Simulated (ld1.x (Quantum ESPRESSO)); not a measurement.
**ytterbium (Yb), TM: configuration errors across variants**

```
Element                 : Yb (Z = 70)
Generator               : ld1.x (Quantum ESPRESSO) 7.5
Type                    : norm-conserving Troullier–Martins (Kleinman–Bylander form)
Functional              : LDA (PZ)
Relativity              : scalar-relativistic
Frozen core             : [Kr] 4d10 5s2
Valence charge          : 22
Reference configuration : 4f14 5p6 5d1 6s1 6p0
Partial waves           : 6s (bound): rc 2.70 bohr; 5p (bound): rc 1.80 bohr; 4f (bound): rc 1.30 bohr; 5d (bound): rc 2.90 bohr
Local potential         : the d channel
Core correction         : none
```

All-electron excitation energies from the reference (eV): (1) 4f14 5p6 5d0 6s2 6p0 -3.278; (2) 4f14 5p6 5d0 6s1 6p0 3.482; (3) 4f14 5p6 5d0 6s0 6p0 15.944; (4) 4f13 5p6 5d1 6s2 6p0 1.793; (5) 4f14 5p6 5d1 6s1 6p0 spin -0.422; (6) 4f14 5p6 5d0 6s1 6p0 spin 3.298.

Spin tests fill each open shell by Hund’s rule, majority spin first.

Tests that are not counted but printed errors over 1 eV. “base”: 4f14 5p5 5d0 6s2 6p0 (solver errors, printed error -13.0 eV); 4f13 5p6 5d0 6s2 6p0 (solver errors, printed error -4651 eV). “wave 5p (bound): rc 1.80 bohr becomes 5p (bound): rc 1.20 bohr”: 4f14 5p5 5d0 6s2 6p0 (solver errors, printed error -4837 eV); 4f13 5p6 5d0 6s2 6p0 (solver errors, printed error -4633 eV). “wave 5p (bound): rc 1.80 bohr becomes 5p (bound): rc 1.58 bohr”: 4f14 5p5 5d0 6s2 6p0 (solver errors, printed error -5214 eV). “wave 5p (bound): rc 1.80 bohr becomes 5p (bound): rc 1.74 bohr”: 4f14 5p5 5d0 6s2 6p0 (solver errors, printed error -4744 eV); 4f13 5p6 5d0 6s2 6p0 (solver errors, printed error -4648 eV). “wave 5p (bound): rc 1.80 bohr becomes 5p (bound): rc 1.94 bohr”: 4f14 5p5 5d0 6s2 6p0 (solver errors, printed error -4859 eV); 4f13 5p6 5d0 6s2 6p0 (solver errors, printed error -5.4 eV).

A true bound ghost makes a file unfit for plane-wave use even where its test errors are small: the radial tests pick states by their node count and pass the ghost by. Where a test does run into it, the solver fails or the error is huge.

Errors AE − PS in meV (a dash: test not solved or not reliable):

```csv
change,(1),(2),(3),(4),(5),(6),bound ghosts
base,+1.3,+1.9,-0.5,-270,+9.8,+5.7,s
wave 5p (bound): rc 1.80 bohr becomes 5p (bound): rc 1.20 bohr,+1.3,+2.2,+0.3,-303,+9.6,+5.9,s
wave 5p (bound): rc 1.80 bohr becomes 5p (bound): rc 1.58 bohr,+1.3,+2.2,0.0,-291,+9.7,+5.8,s
wave 5p (bound): rc 1.80 bohr becomes 5p (bound): rc 1.74 bohr,+1.2,+1.9,-0.4,-275,+9.7,+5.7,s
wave 5p (bound): rc 1.80 bohr becomes 5p (bound): rc 1.94 bohr,+1.3,+1.9,-0.8,-256,+9.9,+5.6,s
wave 5p (bound): rc 1.80 bohr becomes 5p (bound): rc 2.08 bohr,+1.3,+1.8,-1.1,-242,+9.9,+5.6,s
wave 5p (bound): rc 1.80 bohr becomes 5p (bound): rc 2.28 bohr,+1.3,+1.9,-1.3,-229,+10,+5.5,s
wave 5p (bound): rc 1.80 bohr becomes 5p (bound): rc 2.48 bohr,+1.4,+1.9,-1.2,-225,+10,+5.7,s
wave 5p (bound): rc 1.80 bohr becomes 5p (bound): rc 2.70 bohr,+1.3,+1.7,-1.4,-229,+9.9,+5.5,s
```

(1) Give the same row for: wave 5p (bound): rc 1.80 bohr becomes 5p (bound): rc 1.36 bohr.

Answers

(1) +1.4, +2.2, +0.4, -305, –, +5.9; bound ghosts: s. Not counted: 4f14 5p5 5d0 6s2 6p0 (solver errors, printed error -4836 eV); 4f13 5p6 5d0 6s2 6p0 (solver errors, printed error -7.3 eV).
